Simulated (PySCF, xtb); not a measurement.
## Relaxing a trial structure of BGeH2N

The starting geometry of this gas-phase singlet was built from a drawn formula by distance geometry and a force field; its bonds are those of `[B]1=[N][GeH2]1`.

```yaml
atoms:
  - { symbol: B, position_ang: [0.4600, 1.9428, -0.3008] }
  - { symbol: Ge, position_ang: [0.7702, -0.1457, -0.5129] }
  - { symbol: N, position_ang: [-0.5599, 1.1701, -0.5725] }
  - { symbol: H, position_ang: [0.4151, -1.1822, 0.5963] }
  - { symbol: H, position_ang: [0.8855, -0.8036, -1.8616] }
```

**Question.** Predict what it relaxes into with r2SCAN-D4/def2-SVP.

**Answer.** It keeps its bonds, and is `[B]1=[N][GeH2]1`.

The energy falls by 0.37 eV over 11 steps:

| step | E − E(last) (eV) |
| --- | --- |
| 1 | 0.368 |
| 2 | 0.076 |
| 3 | 0.023 |
| 4 | 0.013 |
| 5 | 0.002 |
| 7 | 0.000 |
| 8 | 0.000 |
| 9 | 0.000 |
| 10 | 0.000 |
| 11 | 0.000 |

Final geometry (Å):

| atom | x (Å) | y (Å) | z (Å) |
| --- | --- | --- | --- |
| B | 0.4164 | 1.8050 | -0.2915 |
| Ge | 0.5796 | -0.1143 | -0.5320 |
| N | -0.7438 | 1.3109 | -0.5737 |
| H | 0.5017 | -1.1395 | 0.6108 |
| H | 0.9586 | -0.7869 | -1.8614 |

From the same start GFN2-xTB ends elsewhere, at `N#[B-][GeH2+]`.

The end wasn't checked by frequencies. Run with PySCF 2.14.0, 52 s on 2 threads of Arm Neoverse V1, on a shared host.
